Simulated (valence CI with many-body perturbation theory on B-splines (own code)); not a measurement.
**E1 transitions of W XXV**

Method: configuration interaction combined with many-body perturbation theory (CI+MBPT): four valence electrons over a frozen Dirac-Fock core [Kr] 4d10, radial functions for each j: 7 s, 7 p, 7 d, 7 f, 4 g, 2 h, with the one-electron correlation potential Σ1 (screened to all orders), the two-electron term Σ2, the three-electron term Σ3, Breit, model QED; selected single and double excitations, second order for the rest (own B-spline code, finite nucleus).

No measured levels were compared; by estimate terms of the open shell hold to a few per cent of their energy, and close levels can change places.

Lines 101 to 150 of 336 in falling wavelength, among levels below 1159900 cm⁻¹, chosen from the strongest by gf and those to the six lowest levels. Wavelengths and rates use the calculated energies, so an error of 2000 cm⁻¹ moves a line at 34.32 nm by 0.69 % and its rate by three times that or more. Electric multipoles are in the length gauge, E1 and E2 with the static RPA response of the core. Weak lines are less certain than strong ones. Lines between different terms over intervals too small for the method are left out, as are lines whose strength nearly cancels. Where a level lies close to another of its J and parity, the split of strength between their lines is uncertain. The highest levels of a list are the least certain.

Names give the largest LS component (configuration and term), which can be under half, so a name can repeat, a term be missing and a line seem to break the LS rules; names also repeat where a configuration has a term twice. Letters in brackets count levels of one name in rising energy.

```csv
λ vac (nm),Upper,Lower,A (s⁻¹),S (a.u.) with core polarisation,S without
34.32,4f3 5p 5H_6,4f3 5s 3L°_7 [a],9.76e+06,2.53e-03,3.23e-03
34.30,4f3 5p 3D_2,4f3 5s 3D°_1 [b],5.90e+05,5.88e-05,7.38e-05
34.29,4f3 5p 5I_5,4f3 5s 3H°_6 [a],7.27e+05,1.59e-04,2.04e-04
34.23,4f3 5p 3I_5,4f3 5s 3H°_6 [b],7.05e+06,1.54e-03,1.98e-03
34.21,4f3 5p 3I_5,4f3 5s 3G°_4 [b],1.04e+07,2.27e-03,2.90e-03
34.18,4f3 5p 5K_7,4f3 5s 3K°_8,2.57e+06,7.60e-04,9.72e-04
34.17,4f3 5p 5G_2,4f3 5s 3D°_2 [a],1.40e+06,1.38e-04,1.74e-04
33.93,4f3 5p 3H_4 [b],4f3 5s 3G°_4 [b],5.42e+06,9.41e-04,1.21e-03
33.88,4f3 5p 5I_5,4f3 5s 5F°_5,3.06e+05,6.47e-05,8.40e-05
33.86,4f3 5p 5G_3,4f3 5s 3G°_4 [b],1.28e+07,1.72e-03,2.22e-03
33.83,4f3 5p 3D_1,4f3 5s 5D°_1,3.99e+06,2.29e-04,2.92e-04
33.69,4f3 5p 5K_6,4f3 5s 3I°_7 [a],2.68e+06,6.57e-04,8.39e-04
33.69,4f3 5p 3D_1,4f3 5s 3P°_0,2.07e+06,1.17e-04,1.49e-04
33.67,4f3 5p 5G_3,4f3 5s 3D°_2 [b],2.64e+07,3.48e-03,4.46e-03
33.65,4f3 5p 3D_1,4f3 5s 3D°_2 [a],1.84e+07,1.04e-03,1.33e-03
33.59,4f3 5p 3H_4 [a],4f3 5s 5F°_3,5.68e+06,9.56e-04,1.24e-03
33.59,4f3 5p 5I_5,4f3 5s 5G°_4,3.23e+07,6.65e-03,8.62e-03
33.54,4f3 5p 3H_4 [b],4f3 5s 5D°_3,2.81e+07,4.71e-03,6.10e-03
33.47,4f3 5p 3D_2,4f3 5s 3D°_2 [b],3.28e+07,3.03e-03,3.92e-03
33.42,4f3 5p 3H_4 [a],4f3 5s 3G°_5 [a],3.41e+07,5.66e-03,7.23e-03
33.42,4f3 5p 5H_6,4f3 5s 5G°_5,4.94e+07,1.18e-02,1.53e-02
33.37,4f3 5p 3H_4 [a],4f3 5s 3H°_4 [a],3.28e+06,5.42e-04,7.02e-04
33.37,4f3 5p 5G_2,4f3 5s 3G°_3 [b],2.16e+07,1.98e-03,2.57e-03
33.26,4f3 5p 3D_2,4f3 5s 5D°_3,9.32e+06,8.46e-04,1.07e-03
33.18,4f3 5p 3H_4 [b],4f3 5s 3G°_3 [c],5.54e+06,8.98e-04,1.15e-03
33.15,4f3 5p 3D_2,4f3 5s 3D°_1 [a],6.38e+05,5.73e-05,7.43e-05
33.13,4f3 5p 5H_6,4f3 5s 1H°_5 [a],1.73e+07,4.05e-03,5.18e-03
33.10,4f3 5p 5G_3,4f3 5s 3G°_3 [c],5.18e+06,6.50e-04,8.36e-04
33.08,4f3 5p 3I_5,4f3 5s 3G°_4 [a],7.32e+05,1.44e-04,1.87e-04
33.05,4f3 5p 3I_5,4f3 5s 5G°_5,3.48e+06,6.82e-04,8.78e-04
32.99,4f3 5p 5K_7,4f3 5s 3K°_7,7.32e+07,1.95e-02,2.50e-02
32.91,4f3 5p 3D_2,4f3 5s 3G°_3 [c],6.14e+07,5.40e-03,6.91e-03
32.82,4f3 5p 3H_4 [b],4f3 5s 3G°_4 [a],2.92e+07,4.59e-03,5.90e-03
32.82,4f3 5p 5K_7,4f3 5s 3K°_6,4.92e+06,1.29e-03,1.64e-03
32.79,4f3 5p 3H_4 [b],4f3 5s 5G°_5,1.13e+06,1.78e-04,2.31e-04
32.77,4f3 5p 3I_5,4f3 5s 1H°_5 [a],1.09e+08,2.08e-02,2.67e-02
32.75,4f3 5p 5G_3,4f3 5s 3G°_4 [a],6.10e+06,7.41e-04,9.52e-04
32.73,4f3 5p 3I_5,4f3 5s 3F°_4 [a],1.34e+08,2.55e-02,3.27e-02
32.64,4f3 5p 5K_7,4f3 5s 3H°_6 [a],2.33e+07,5.99e-03,7.67e-03
32.60,4f3 5p 5G_3,4f3 5s 3D°_2 [a],5.68e+07,6.79e-03,8.71e-03
32.58,4f3 5p 3D_2,4f3 5s 5D°_1,1.72e+07,1.47e-03,1.88e-03
32.55,4f3 5p 5H_6,4f3 5s 3K°_6,2.03e+07,4.50e-03,5.75e-03
32.51,4f3 5p 5I_5,4f3 5s 5F°_4,2.13e+07,3.97e-03,5.09e-03
32.51,4f3 5p 3H_4 [b],4f3 5s 1H°_5 [a],6.91e+07,1.06e-02,1.35e-02
32.47,4f3 5p 3H_4 [b],4f3 5s 3F°_4 [a],9.85e+05,1.50e-04,1.88e-04
32.41,4f3 5p 3D_2,4f3 5s 3D°_2 [a],4.39e+06,3.68e-04,4.74e-04
32.40,4f3 5p 5G_3,4f3 5s 3F°_4 [a],2.02e+07,2.37e-03,3.03e-03
32.38,4f3 5p 5H_6,4f3 5s 3H°_6 [a],3.44e+06,7.50e-04,9.61e-04
32.30,4f3 5p 5G_2,4f3 5s 3G°_3 [a],8.35e+06,6.94e-04,8.90e-04
32.25,4f3 5p 5G_2,4f3 5s 3S°_1,8.46e+07,7.00e-03,8.97e-03
```
